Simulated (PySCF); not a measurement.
C₂H₆F₂Si₂, SMILES F/C=C(/[SiH3])[SiH2]F. Atoms are numbered in the order given.

```xyz
12

F     -0.3034     2.5609     0.0000
C      0.6640     1.6213     0.0000
C      0.3735     0.3154     0.0000
Si     1.7627    -0.9477     0.0000
Si    -1.4127    -0.2313     0.0000
F     -1.3561    -1.8679     0.0000
H      1.6549     2.0882     0.0000
H      3.0623    -0.2190     0.0000
H      1.6832    -1.8093     1.2087
H      1.6832    -1.8093    -1.2087
H     -2.1357     0.1994     1.2205
H     -2.1357     0.1994    -1.2205
```
Charge 0, spin multiplicity 1.

Geometry optimised at TPSSh-D3(BJ)/def2-SVP. The structure was generated by enumeration; whether it is a known compound was not checked. The values are those of a single conformer.

These are PySCF with PBE0/pcSseg-1 values and carry that method's errors.

GIAO shieldings, no solvent; atoms alike by connectivity are averaged. δ = σ(ref) − σ: ¹⁹F against CFCl3 (σ = 167.2 ppm); ¹³C against TMS (σ = 186.3 ppm); ²⁹Si against TMS (σ = 352.7 ppm); ¹H against TMS (σ = 31.56 ppm), references at their B3LYP-D3(BJ)/def2-TZVP geometries, non-relativistic.

| nucleus | atoms | count | δ (ppm) |
|---|---|---|---|
| ¹⁹F | F1 | 1 | -48.6 |
| ¹⁹F | F6 | 1 | -236.0 |
| ¹³C | C2 | 1 | 173.2 |
| ¹³C | C3 | 1 | 109.5 |
| ²⁹Si | Si5 | 1 | -1.0 |
| ²⁹Si | Si4 | 1 | -70.9 |
| ¹H | H7 | 1 | 7.14 |
| ¹H | H11, H12 | 2 | 5.85 |
| ¹H | H8, H9, H10 | 3 | 4.49 |
